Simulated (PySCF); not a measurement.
Molecule: `InChI=1S/C5H6OS/c1-6-5-3-2-4-7-5/h2-4H,1H3`.

Atoms are numbered as in `[CH3:1][O:2][c:3]1[cH:4][cH:5][cH:6][s:7]1`. Hydrogens are named by the atom that carries them.

Geometry PBE0-D3(BJ)/def2-SVP throughout; GIAO in PySCF 2.14, gas phase, one conformer, non-relativistic; equivalent atoms averaged; functional PBE0.

Q: How do the absolute shieldings σ depend on the basis set? (a selection of nuclei; ppm; last column core-seconds on shared hosts with different chips, so compare them loosely)

A: 
```csv
basis set,functions,C6,C5,C1,O2,S7,H(C5),H(C6),H(C4),H(C1),core-s
STO-3G,45,126.1,129.4,183.4,302.6,547.5,26.75,26.84,27.39,29.95,4
pcSseg-0,79,67.7,57.9,131.0,229.8,372.3,26.15,26.75,26.76,28.67,5.2
6-31G,79,86.6,78.4,143.2,235.2,413.6,25.74,26.24,26.25,28.66,7.9
6-31G*,114,88.6,75.3,138.7,246.9,391.9,25.29,25.93,25.98,28.28,12
cc-pVDZ,132,86.0,72.5,141.0,242.9,398.9,24.60,25.09,25.26,27.69,8.3
def2-SVP,132,84.1,70.8,139.1,247.2,399.2,24.72,25.34,25.28,27.86,8.3
pcSseg-1,156,69.5,53.2,126.0,230.7,330.0,24.38,24.99,24.90,27.56,13
aug-cc-pVDZ,219,84.4,72.0,139.6,244.8,389.5,24.45,24.82,25.10,27.50,18
"6-311+G(2d,p)",233,73.3,57.7,129.4,231.9,313.5,24.57,24.99,25.16,27.76,30
def2-TZVP,259,73.2,55.9,128.3,231.9,293.8,24.49,25.00,25.15,27.74,22
cc-pVTZ,298,73.7,57.2,129.3,231.8,355.2,24.40,24.82,25.05,27.54,28
IGLO-III,314,67.1,50.4,124.4,230.3,318.8,24.47,24.89,25.04,27.60,28
```

Q: Which nucleus among those listed moves most, in ppm?

A: S7 (aromatic ring sulfur): from 293.8 ppm with def2-TZVP to 547.5 ppm with STO-3G. The smallest spread is 2.02 ppm, at H(C6). Proton shifts span only some 12 ppm, so a few tenths of a ppm matter as much there as several ppm in carbon.

Q: Taking the largest basis, IGLO-III (314 functions), as the yardstick, rank the others by their worst heavy-atom deviation.

A: 6-311+G(2d,p) 7.3 ppm (233 functions), pcSseg-1 11.1 ppm (156 functions), def2-TZVP 25.0 ppm (259 functions), cc-pVTZ 36.4 ppm (298 functions), pcSseg-0 53.4 ppm (79 functions), aug-cc-pVDZ 70.7 ppm (219 functions), 6-31G* 73.1 ppm (114 functions), cc-pVDZ 80.1 ppm (132 functions), def2-SVP 80.4 ppm (132 functions), 6-31G 94.8 ppm (79 functions), STO-3G 228.7 ppm (45 functions).

A small basis that lands close on one nucleus may do so by chance; judge by the trend and by all nuclei.
